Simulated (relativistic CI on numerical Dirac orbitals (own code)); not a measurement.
# Rh3+: resonant inelastic scattering at the M2,3 edge

Computed with this model: Dirac-Coulomb-Breit CI, orbitals from a KLI potential per configuration, a model potential for QED, valence Slater integrals scaled by 0.7, Kramers-Heisenberg scattering through one core-hole configuration in a parametric crystal field; configurations [Kr] 4d6 → [Ne] 3s2 3p5 3d10 4s2 4p6 4d7; 300 K; core-hole width 1.2 eV; summed over polarisations. Incident energies are the highest absorption maxima for each field (at most a few, so the weaker spin-orbit partner edge can be absent), on the computed scale of the free ion. Intensities are in per cent of the strongest line above 0.02 eV; levels within 1 cm⁻¹ are merged; final levels count from the ground level, the first row holds all elastic scattering, lines under 0.4 are left out and each table stops after 24 rows. The scale of the Slater integrals is a model choice and moves the terms in proportion.

Field parameters in Wybourne normalisation: Oh B⁴₀ = 21Dq, B⁴₄ = √(5/14) B⁴₀. The field is a parameter set, without covalency.

S is read from ⟨S²⟩ = S(S + 1).

Oh, 10Dq = 6000 cm⁻¹:

| Final level (eV) | Degeneracy | Irrep | S | 501.4 eV | 526.6 eV |
| --- | --- | --- | --- | --- | --- |
| 0.000 | 3 | T2 | 1.98 | 1180.8 | 65.5 |
| 0.050 | 2 | E | 1.97 | 38.4 | 8.1 |
| 0.068 | 3 | T1 | 1.97 | 45.7 | 11.6 |
| 0.120 | 1 | A1 | 1.95 | 34.0 | 5.2 |
| 0.184 | 3 | T1 | 1.98 | 91.2 | 28.0 |
| 0.203 | 3 | T2 | 1.97 | 100.0 | 22.8 |
| 0.878 | 2 | E | 1.95 | 9.0 | 1.9 |
| 0.880 | 3 | T2 | 1.96 | 16.2 | 8.0 |
| 0.883 | 1 | A2 | 1.98 | 3.3 | 4.0 |
| 0.892 | 3 | T1 | 1.96 | 14.6 | 4.1 |
| 0.900 | 1 | A1 | 1.96 | 2.0 | 0.7 |
| 1.037 | 1 | A1 | 0.75 | 3.9 | 5.8 |
| 1.166 | 2 | E | 1.03 | 10.8 | 4.6 |
| 1.206 | 3 | T2 | 1.05 | 11.7 | 5.9 |
| 1.321 | 3 | T1 | 1.02 | 17.5 | 18.0 |
| 1.464 | 3 | T1 | 0.96 | 5.8 | 5.2 |
| 1.543 | 2 | E | 1.02 | 16.0 | 14.3 |
| 1.585 | 3 | T2 | 1.00 | 8.0 | 4.7 |
| 1.586 | 1 | A2 | 0.99 | 0.8 | 0.9 |
| 1.744 | 1 | A1 | 0.57 | 0.4 | 0.3 |
| 1.798 | 3 | T1 | 0.89 | 6.4 | 7.4 |
| 1.803 | 2 | E | 0.99 | 4.0 | 2.3 |
| 1.856 | 3 | T2 | 0.99 | 9.5 | 6.5 |
| 1.928 | 3 | T1 | 0.93 | 15.6 | 16.9 |

Oh, 10Dq = 13500 cm⁻¹:

| Final level (eV) | Degeneracy | Irrep | S | 501.5 eV |
| --- | --- | --- | --- | --- |
| 0.000 | 1 | A1 | 0.34 | 378.3 |
| 0.489 | 2 | E | 1.78 | 2.0 |
| 0.494 | 3 | T2 | 1.94 | 9.1 |
| 0.521 | 3 | T1 | 1.82 | 15.4 |
| 0.606 | 3 | T2 | 1.72 | 8.0 |
| 0.611 | 1 | A1 | 1.79 | 8.1 |
| 0.642 | 3 | T1 | 1.91 | 1.3 |
| 0.888 | 2 | E | 1.27 | 5.0 |
| 0.964 | 3 | T2 | 1.44 | 5.1 |
| 1.087 | 3 | T1 | 1.31 | 11.3 |
| 1.241 | 1 | A1 | 1.15 | 10.1 |
| 1.269 | 3 | T1 | 0.95 | 100.0 |
| 1.346 | 2 | E | 1.03 | 10.7 |
| 1.438 | 3 | T2 | 1.01 | 20.7 |
| 1.650 | 3 | T1 | 0.39 | 60.2 |
| 2.220 | 3 | T1 | 1.72 | 1.7 |
| 2.233 | 3 | T2 | 1.73 | 10.4 |
| 2.376 | 5 | E+T2 | 1.15 | 7.0 |
| 2.468 | 3 | T2 | 0.77 | 38.4 |
| 2.520 | 1 | A1 | 1.27 | 0.6 |
| 2.554 | 3 | T2 | 0.96 | 5.7 |
| 2.605 | 3 | T1 | 1.02 | 1.3 |
| 2.613 | 2 | E | 1.03 | 0.6 |
| 2.737 | 3 | T2 | 1.04 | 2.0 |

For the first field the strongest loss at the lowest incident energy is the level at 0.20 eV (S = 1.97, against 1.98 in the thermal ground state). Levels of other spin, the first over 8 % at 1.17 eV, appear because spin-orbit coupling of the core hole, and in heavier ions of the valence shell too, mixes spins.
